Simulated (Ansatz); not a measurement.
Species: ReF$_{2}$ (charge 0, quartet). The spin state was set by rule; other spins were not relaxed. 
Coordinates optimised at B3LYP-D3(BJ)/def2-TZVP (Ansatz, an electronic-structure program):
```xyz
3

Re     0.0000     0.0000     0.0000
F      0.0000     0.0000    -1.8569
F      0.0000     0.0000     1.8569
```
Charge 0, spin multiplicity 4.

Property: atomisation energy (electronic, to ground-state atoms), in eV. Correlated levels leave the core frozen unless marked. UHF or UKS for open shells. No spin-orbit coupling. The frozen core is the preceding noble-gas configuration, with the filled d and f shells of earlier blocks. Past Kr the def2 sets carry scalar-relativistic core potentials. The coupled-cluster limit lacks core correlation, which all-electron functionals hold. CBS(X,Y): correlation extrapolated as X^-3; Hartree-Fock from the larger set. [CCSD(T)-MP2]/basis is that difference in the basis named.

The UHF reference is spin-contaminated (<S^2> 0.64 over the pure value in the largest basis). 

| level | program | atomisation energy (eV) |
|---|---|---|
| BLYP-D4/def2-TZVPD | Ansatz + dftd4 | 9.97 |
| BHLYP/def2-TZVPD | Ansatz | 8.23 |
| LC-wPBE/def2-TZVPD | Ansatz | [?] |
| B2PLYP-D3(BJ)/def2-TZVPD | Ansatz + dftd3 | [?] |
| RI-MP2/CBS(def2-TZVPPD,def2-QZVPPD)+[CCSD(T)-MP2]/def2-TZVPPD | Ansatz | 9.13 |

Fill in the missing entries.


- LC-wPBE/def2-TZVPD, atomisation energy (eV): 9.69
- B2PLYP-D3(BJ)/def2-TZVPD, atomisation energy (eV): 9.20
